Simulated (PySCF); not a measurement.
A small calculation by hand: refractive index and permittivity of the vapour

ZrF2, SMILES [F][Zr][F] (connectivity only; charge and spin as stated), neutral, multiplicity 3.

Geometry optimised at PBE0-D3(BJ)/def2-TZVP. The spin state was assumed, not searched. The def2 effective core potentials stand for the cores of Zr; spin–orbit coupling is left out.

ωB97X/def2-TZVPD in PySCF gives a mean static polarisability of 72.3 bohr³ and a dipole moment of 1.51 D. Take an ideal gas at 298.15 K and 1 bar, whether or not the substance is that volatile.

Question: Work out n − 1 in the optical limit and the static ε − 1.

Answer: 
Polarisability volume α' = 72.3 × 0.148185 = 10.71 Å³. Number density N = p/kT = 2.43e-5 Å⁻³.
Dilute limit of Lorentz–Lorenz: n − 1 = 2π N α' = 0.0016.
Orientation term of Debye: μ²/(3kT) = 8.098 Å³ × μ²(D²) = 18.46 Å³.
ε − 1 = 4π N (α' + μ²/3kT) = 0.0089. Orientation of the dipole supplies 63 % of the static response; it can't follow optical fields. Vibrational polarisation and dispersion are left out.
